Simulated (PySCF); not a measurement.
C3H12AlNO.
Bonds: C1–N2, N2–Al3, Al3–O4, O4–C5, O4–C6. Hydrogens: H7, H8, H9 on C1; H10 on N2; H11, H12 on Al3; H13, H14, H15 on C5; H16, H17, H18 on C6.

Torsions of this conformer, `[CH3:1][NH:2][AlH2-:3][O+:4]([CH3:5])[CH3:6]`: C1–N2–Al3–O4 89°, N2–Al3–O4–C5 -66°.

The closed-shell ground state was solved at several levels (PySCF, density fitting, gas phase, non-relativistic). Geometry: PBE0-D3(BJ)/def2-SVP, one conformer, isolated molecule.

```csv
level,basis functions,total energy (Eh),HOMO (eV),LUMO (eV),gap (eV),dipole (D)
OPBE/pcSseg-1,169,-493.7377,-4.45,0.31,4.76,4.69
wB97X-D/pcSseg-1,169,-493.8356,-7.69,2.64,10.33,4.84
PBE/pcSseg-1,169,-493.4535,-4.50,0.00,4.50,4.66
BP86/pcSseg-1,169,-493.9416,-4.60,0.01,4.61,4.70
CAM-B3LYP/pcSseg-1,169,-493.8076,-7.19,1.72,8.91,4.84
"PBE0/6-311+G(2d,p)",242,-493.6219,-5.89,-0.04,5.85,4.59
CAM-B3LYP/def2-SVPD,223,-493.5943,-7.32,0.87,8.19,4.65
PBE0/def2-TZVP,264,-493.6453,-5.87,0.64,6.51,4.59
B97-2/pcSseg-1,169,-493.8341,-5.55,0.89,6.44,4.80
```

Question: Estimate the row for PBE0/6-31G, a basis of 82 functions; the other rows only guide the guess.

Answer: Total energy -493.4299 Eh, HOMO -5.53 eV, LUMO 1.22 eV, gap 6.75 eV, dipole 4.88 D.

Question: Over all these levels, which gives the widest orbital gap and which the narrowest?

Answer: wB97X-D/pcSseg-1 (range-separated hybrid) has the widest, 10.33 eV, and PBE/pcSseg-1 (GGA) the narrowest, 4.50 eV. The two share the basis. From the narrowest to the widest the HOMO moves by -3.19 eV and the LUMO by +2.64 eV.

Question: How much does the basis alone move the frontier levels among the 3 PBE0 rows (the withheld one included)?

Answer: The HOMO by 0.36 eV and the LUMO by 1.26 eV. By rising basis size (HOMO, LUMO in eV): 6-31G -5.53, 1.22; 6-311+G(2d,p) -5.89, -0.04; def2-TZVP -5.87, 0.64.

Question: How far do the dipole and the HOMO energy spread over the levels?

Answer: The dipole runs from 4.59 to 4.88 D (mean 4.72 D) and the HOMO from -7.69 to -4.45 eV.

Note: wB97X-D ran without an empirical dispersion term, which enters the total energy and its gradient alone.
